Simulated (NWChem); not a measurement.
Everything below was run with NWChem. System: CHF, charge 0, spin multiplicity 1, at a geometry optimised with B3LYP/def2-SVP. The structure started from a generated list of species. Level: CCSD(T)/cc-pVTZ, 2 core orbitals frozen.

The NWChem input:

```
start mol
memory heap 100 mb stack 700 mb global 1900 mb
geometry units angstroms nocenter noautoz
  C      0.560614    -0.452685     0.000000
  F     -0.526559     0.264219     0.000000
  H      1.375343     0.338134     0.000000
  symmetry group Cs
end
basis spherical
  * library cc-pvtz
end
scf
  rhf
  nopen 0
  maxiter 100
  thresh 1e-7
  semidirect memsize 60000000 filesize 0
end
ccsd
  freeze core 2
  maxiter 60
end
task ccsd(t) energy
```

Output (cleaned and shortened):

```
             Northwest Computational Chemistry Package (NWChem) 7.3.0
             --------------------------------------------------------

                                NWChem Input Module
                                -------------------

 Scaling coordinates for geometry "geometry" by  1.889725989
 (inverse scale =  0.529177249)

 Turning off AUTOSYM since
 SYMMETRY directive was detected!

                             Geometry "geometry" -> ""
                             -------------------------

 Output coordinates in angstroms (scale by  1.889725989 to convert to a.u.)

  No.       Tag          Charge          X              Y              Z
 ---- ---------------- ---------- -------------- -------------- --------------
    1 C                    6.0000     0.56061400    -0.45268500     0.00000000
    2 F                    9.0000    -0.52655900     0.26421900     0.00000000
    3 H                    1.0000     1.37534300     0.33813400     0.00000000

 Effective nuclear repulsion energy (a.u.)      27.2415741339

            Nuclear Dipole moment (a.u.)
            ----------------------------
        X                 Y               Z
 ---------------- ---------------- ----------------
    -0.0000075589    -0.0000094486     0.0000000000

      Symmetry information
      --------------------

 Group name             Cs
 Group number              2
 Group order               2
 No. of unique centers     3

      Symmetry unique atoms

     1    2    3


 Summary of "ao basis" -> "" (spherical)
 ------------------------------------------------------------------------------
       Tag                 Description            Shells   Functions and Types
 ---------------- ------------------------------  ------  ---------------------
 *                          cc-pvtz                   on all atoms

 Summary of "ao basis" -> "ao basis" (spherical)
 ------------------------------------------------------------------------------
       Tag                 Description            Shells   Functions and Types
 ---------------- ------------------------------  ------  ---------------------
 C                          cc-pvtz                 10       30   4s3p2d1f
 F                          cc-pvtz                 10       30   4s3p2d1f
 H                          cc-pvtz                  6       14   3s2p1d

                                 NWChem SCF Module
                                 -----------------

  ao basis        = "ao basis"
  functions       =    74
  atoms           =     3
  closed shells   =     8
  open shells     =     0
  charge          =   0.00
  wavefunction    = RHF
  use symmetry    = T
  symmetry adapt  = T

 Summary of "ao basis" -> "ao basis" (spherical)
 ------------------------------------------------------------------------------
       Tag                 Description            Shells   Functions and Types
 ---------------- ------------------------------  ------  ---------------------
 C                          cc-pvtz                 10       30   4s3p2d1f
 F                          cc-pvtz                 10       30   4s3p2d1f
 H                          cc-pvtz                  6       14   3s2p1d

      Symmetry analysis of basis
      --------------------------

        a'         50
        a"         24

 Forming initial guess at       0.0s

      Superposition of Atomic Density Guess
      -------------------------------------

 Sum of atomic energies:        -137.58222213

      Non-variational initial energy
      ------------------------------

 Total energy =    -137.865219
 1-e energy   =    -244.003638
 2-e energy   =      78.896845
 HOMO         =      -0.218670
 LUMO         =      -0.061257

      Symmetry analysis of molecular orbitals - initial
      -------------------------------------------------

  Numbering of irreducible representations:

     1 a'          2 a"

  Orbital symmetries:

     1 a'          2 a'          3 a'          4 a'          5 a'
     6 a"          7 a'          8 a'          9 a"         10 a'
    11 a'         12 a'         13 a"         14 a'         15 a'
    16 a'         17 a"         18 a'

 Starting SCF solution at       0.3s

 ----------------------------------------------
         Quadratically convergent ROHF

 Convergence threshold     :          1.000E-07
 Maximum no. of iterations :          100
 Final Fock-matrix accuracy:          1.000E-09
 ----------------------------------------------

              iter       energy          gnorm     gmax       time
             ----- ------------------- --------- --------- --------
                 1     -137.7746140147  7.69D-01  2.14D-01      0.3
                 2     -137.8066245670  2.31D-01  5.83D-02      0.3
                 3     -137.8107221185  1.87D-02  7.06D-03      0.3
                 4     -137.8107815423  2.19D-04  7.11D-05      0.4
                 5     -137.8107815486  2.03D-08  5.04D-09      0.5

       Final RHF  results
       ------------------

         Total SCF energy =   -137.810781548583
      One-electron energy =   -244.326013541635
      Two-electron energy =     79.273657859180
 Nuclear repulsion energy =     27.241574133872

        Time for solution =      0.2s

       Symmetry analysis of molecular orbitals - final
       -----------------------------------------------

  Numbering of irreducible representations:

     1 a'          2 a"

  Orbital symmetries:

     1 a'          2 a'          3 a'          4 a'          5 a'
     6 a"          7 a'          8 a'          9 a"         10 a'
    11 a'         12 a'         13 a"         14 a'         15 a'
[...]
 number of deleted      0
 total functions       74
 number of shells      26
 basis label          566

   ***** ccsd parameters *****
   iprt   =     0
   convi  =  0.100E-05
   maxit  =    60
   mxvec  =     5
 memory            104848812
  Using  1 OpenMP thread(s) in CCSD
  IO offset    20.000000000000000
  IO error message >End of File
  file_read_ga: failing reading from ./mol.t2
  Failed reading restart vector from ./mol.t2
  Using MP2 initial guess vector

-------------------------------------------------------------------------
 iter     correlation     delta       rms       T2     Non-T2      Main
             energy      energy      error      ampl     ampl      Block
                                                time     time      time
-------------------------------------------------------------------------
   1     -0.3897827003 -3.898D-01  4.363D-02     1.72     0.00     1.69
   2     -0.4015775499 -1.179D-02  3.897D-02     1.71     0.00     1.68
   3     -0.4016975682 -1.200D-04  1.116D-02     1.71     0.00     1.68
   4     -0.4038771030 -2.180D-03  4.283D-03     1.70     0.00     1.67
   5     -0.4042423184 -3.652D-04  1.761D-03     1.70     0.00     1.67
   6     -0.4041836471  5.867D-05  1.132D-03     1.72     0.00     1.69
   7     -0.4041873017 -3.655D-06  2.715D-04     1.72     0.00     1.69
   8     -0.4041721415  1.516D-05  1.533D-04     1.72     0.00     1.69
   9     -0.4041759656 -3.824D-06  4.625D-05     1.70     0.00     1.68
  10     -0.4041784231 -2.457D-06  9.913D-06     1.70     0.00     1.67
  11     -0.4041793268 -9.037D-07  4.397D-06     1.69     0.00     1.66
  12     -0.4041795707 -2.439D-07  5.767D-06     1.70     0.00     1.67
  13     -0.4041796021 -3.144D-08  1.495D-06     1.71     0.00     1.68
  14     -0.4041796097 -7.622D-09  7.227D-07     1.73     0.00     1.70
                  *************converged*************
-------------------------------------------------------------------------

 -----------
 CCSD Energy
 -----------
 Reference energy:            -137.810781548582980
 CCSD corr. energy:             -0.404179609719664
 Total CCSD energy:           -138.214961158302657

 --------------------------------
 Spin Component Scaled (SCS) CCSD
 --------------------------------
 Same spin contribution:                 -0.083822574175160
 Same spin scaling factor:                1.130000000000000
 Opposite spin contribution:             -0.320357035544505
 Opposite spin scaling fact.:             1.270000000000000
 SCS-CCSD correlation energy:            -0.501572943959451
 Total SCS-CCSD energy:                -138.312354492542426
 memory            104848812

*********triples calculation*********

nkpass=    1; nvpass=    1; memdrv=         146190; memtrn=        2878868; memavail=      104848404
 memory available/node                      104848404
 total number of virtual orbitals        66
 number of virtuals per integral pass    66
 number of integral evaluations           1
 number of occupied per triples pass      6
 number of triples passes                 1

 commencing integral evaluation        1 at          24.67
  symmetry use  T
task         2 out of       351 done   0%  at       0.0 secs
task        18 out of       351 done   5%  at       0.1 secs
task        36 out of       351 done  10%  at       0.2 secs
task        53 out of       351 done  15%  at       0.3 secs
task        71 out of       351 done  20%  at       0.4 secs
task        88 out of       351 done  25%  at       0.5 secs
task       106 out of       351 done  30%  at       0.5 secs
task       123 out of       351 done  35%  at       0.6 secs
task       141 out of       351 done  40%  at       0.7 secs
task       158 out of       351 done  45%  at       0.8 secs
task       176 out of       351 done  50%  at       0.8 secs
task       194 out of       351 done  55%  at       0.9 secs
task       211 out of       351 done  60%  at       0.9 secs
task       229 out of       351 done  65%  at       1.0 secs
task       246 out of       351 done  70%  at       1.0 secs
task       264 out of       351 done  75%  at       1.1 secs
task       281 out of       351 done  80%  at       1.1 secs
task       299 out of       351 done  85%  at       1.1 secs
task       316 out of       351 done  90%  at       1.1 secs
task       334 out of       351 done  95%  at       1.2 secs
task       351 out of       351 done 100%  at       1.2 secs
 commencing triples evaluation - blocking       1
 ccsd(t): done        1 out of       66 progress:    1.5%
 ccsd(t): done        2 out of       66 progress:    3.0%
 ccsd(t): done        3 out of       66 progress:    4.5%
 ccsd(t): done        4 out of       66 progress:    6.1%
 ccsd(t): done        5 out of       66 progress:    7.6%
 ccsd(t): done        6 out of       66 progress:    9.1%
 ccsd(t): done        7 out of       66 progress:   10.6%
 ccsd(t): done        8 out of       66 progress:   12.1%
 ccsd(t): done        9 out of       66 progress:   13.6%
 ccsd(t): done       10 out of       66 progress:   15.2%
 ccsd(t): done       11 out of       66 progress:   16.7%
 ccsd(t): done       12 out of       66 progress:   18.2%
 ccsd(t): done       13 out of       66 progress:   19.7%
 ccsd(t): done       14 out of       66 progress:   21.2%
 ccsd(t): done       15 out of       66 progress:   22.7%
 ccsd(t): done       16 out of       66 progress:   24.2%
 ccsd(t): done       17 out of       66 progress:   25.8%
 ccsd(t): done       18 out of       66 progress:   27.3%
 ccsd(t): done       19 out of       66 progress:   28.8%
 ccsd(t): done       20 out of       66 progress:   30.3%
 ccsd(t): done       21 out of       66 progress:   31.8%
 ccsd(t): done       22 out of       66 progress:   33.3%
 ccsd(t): done       23 out of       66 progress:   34.8%
 ccsd(t): done       24 out of       66 progress:   36.4%
 ccsd(t): done       25 out of       66 progress:   37.9%
 ccsd(t): done       26 out of       66 progress:   39.4%
 ccsd(t): done       27 out of       66 progress:   40.9%
 ccsd(t): done       28 out of       66 progress:   42.4%
 ccsd(t): done       29 out of       66 progress:   43.9%
 ccsd(t): done       30 out of       66 progress:   45.5%
 ccsd(t): done       31 out of       66 progress:   47.0%
 ccsd(t): done       32 out of       66 progress:   48.5%
 ccsd(t): done       33 out of       66 progress:   50.0%
 ccsd(t): done       34 out of       66 progress:   51.5%
 ccsd(t): done       35 out of       66 progress:   53.0%
 ccsd(t): done       36 out of       66 progress:   54.5%
 ccsd(t): done       37 out of       66 progress:   56.1%
 ccsd(t): done       38 out of       66 progress:   57.6%
 ccsd(t): done       39 out of       66 progress:   59.1%
 ccsd(t): done       40 out of       66 progress:   60.6%
 ccsd(t): done       41 out of       66 progress:   62.1%
 ccsd(t): done       42 out of       66 progress:   63.6%
 ccsd(t): done       43 out of       66 progress:   65.2%
 ccsd(t): done       44 out of       66 progress:   66.7%
 ccsd(t): done       45 out of       66 progress:   68.2%
 ccsd(t): done       46 out of       66 progress:   69.7%
 ccsd(t): done       47 out of       66 progress:   71.2%
 ccsd(t): done       48 out of       66 progress:   72.7%
 ccsd(t): done       49 out of       66 progress:   74.2%
 ccsd(t): done       50 out of       66 progress:   75.8%
 ccsd(t): done       51 out of       66 progress:   77.3%
 ccsd(t): done       52 out of       66 progress:   78.8%
 ccsd(t): done       53 out of       66 progress:   80.3%
 ccsd(t): done       54 out of       66 progress:   81.8%
 ccsd(t): done       55 out of       66 progress:   83.3%
 ccsd(t): done       56 out of       66 progress:   84.8%
 ccsd(t): done       57 out of       66 progress:   86.4%
 ccsd(t): done       58 out of       66 progress:   87.9%
 ccsd(t): done       59 out of       66 progress:   89.4%
 ccsd(t): done       60 out of       66 progress:   90.9%
 ccsd(t): done       61 out of       66 progress:   92.4%
 ccsd(t): done       62 out of       66 progress:   93.9%
 ccsd(t): done       63 out of       66 progress:   95.5%
 ccsd(t): done       64 out of       66 progress:   97.0%
 ccsd(t): done       65 out of       66 progress:   98.5%
 ccsd(t): done       66 out of       66 progress:  100.0%
 Time for integral evaluation pass     1        1.23
 Time for triples evaluation pass      1        0.75

 pseudo-e(mp4)  -0.15190541680594E-01
 pseudo-e(mp5)   0.12140354981307E-02
        e(t)    -0.13976506182463E-01

 --------------
 CCSD(T) Energy
 --------------
 Reference energy:                    -137.810781548582980

 CCSD corr. energy:                     -0.404179609719664
 T(CCSD) corr. energy:                  -0.015190541680594
 Total CCSD+T(CCSD) energy:           -138.230151699983224

 CCSD corr. energy:                     -0.404179609719664
 (T) corr. energy:                      -0.013976506182463
 Total CCSD(T) energy:                -138.228937664485102

 routine      calls  cpu(0)   cpu-min  cpu-ave  cpu-max   i/o
 aoccsd          1     0.00     0.00     0.00     0.00    0.00
 iterdrv         1     0.01     0.01     0.01     0.01    0.00
 pampt          14     0.02     0.02     0.02     0.02    0.00
 t2pm           14     0.05     0.05     0.05     0.05    0.00
 sxy            14     0.14     0.14     0.14     0.14    0.00
 ints      1724814    20.87    20.87    20.87    20.87    0.00
 t2eri        4914     2.08     2.08     2.08     2.08    0.00
 idx2         4914     0.20     0.20     0.20     0.20    0.00
 idx34          14     0.02     0.02     0.02     0.02    0.00
 ht2pm          14     0.06     0.06     0.06     0.06    0.00
 itm            14     0.28     0.28     0.28     0.28    0.00
 pdiis          14     0.01     0.01     0.01     0.01    0.00
 triples         1     0.00     0.00     0.00     0.00    0.00
 rdtrpo          1     0.00     0.00     0.00     0.00    0.00
 trpmos          1     1.23     1.23     1.23     1.23    0.00
 trpdrv          1     0.10     0.10     0.10     0.10    0.00
 dovvv       16632     0.36     0.36     0.36     0.36    0.00
 doooo       16632     0.06     0.06     0.06     0.06    0.00
 tengy       14256     0.22     0.22     0.22     0.22    0.00
 Total                25.72    25.72    25.72    25.72    0.00

 Task  times  cpu:       27.1s     wall:       27.1s

 Total times  cpu:       27.2s     wall:       27.2s
```
